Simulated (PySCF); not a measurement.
Compound: Si(NCO)Cl3, CCl3NOSi.
Geometry (PBE0-D3(BJ)/def2-SVP, Å), atoms numbered from 1 in this order:
```
atom  x, y, z in Å
Si1   -0.0034   -0.0158   -0.9494
N2     0.0074    0.0355    0.7367
C3     0.0372    0.0056    1.9361
O4     0.0650   -0.0174    3.0976
Cl5    1.9130   -0.0312   -1.6348
Cl6   -0.9653    1.6224   -1.6798
Cl7   -0.9620   -1.7011   -1.5751
```

Computed at PBE0/pcSseg-1 (PySCF, non-relativistic), with Q(14N) = 0.02044 b, Q(17O) = −0.0256 b, Q(35Cl) = −0.0817 b: N2, 14N (I = 1): χzz = 2.640 MHz, η = 0.005; O4, 17O (I = 5/2): χzz = -3.746 MHz, η = 0.003; Cl5, 35Cl (I = 3/2): χzz = -46.81 MHz, η = 0.006.

Where would the pure quadrupole (NQR) lines of 14N at N2 fall for the rigid, isolated species?

From ν± = (3/4)|χ|(1 ± η/3) and ν0 = |χ|η/2: ν+ 1.983 MHz, ν− 1.977 MHz, ν0 0.006 MHz (nitrogen bonded to C and Si).

Where would the pure quadrupole (NQR) lines of 17O at O4 fall for the rigid, isolated species?

From the eigenvalues of H = χ/[4I(2I − 1)] × [3Iz² − I(I + 1) + η(Ix² − Iy²)], steps between neighbouring levels, labelled as for η = 0: ±1/2↔±3/2 0.562 MHz, ±3/2↔±5/2 1.124 MHz (oxygen bonded to C).

Find the zero-field quadrupole resonance frequencies of 35Cl at Cl5.

From ν = (|χ|/2)√(1 + η²/3): ν = 23.41 MHz (chlorine bonded to Si). For 37Cl the ratio of quadrupole moments, 0.7881, gives 18.45 MHz.

Apply the simplest Townes–Dailey estimate (no s hybridisation, no π bonding), ionic character = 1 − χzz/χ0, where χ0 is the coupling for one missing p electron along the bond: −109.74 MHz for 35Cl.

Cl5 on Si1: 1 − (-46.81)/(-109.74) = 0.57. In this model a purely covalent bond gives χ0 and a free halide ion gives zero; s hybridisation or π bonding, where present, is counted here as ionic character.

In a crystal, neighbours and librations shift these lines. The small basis limits the accuracy of the gradients.
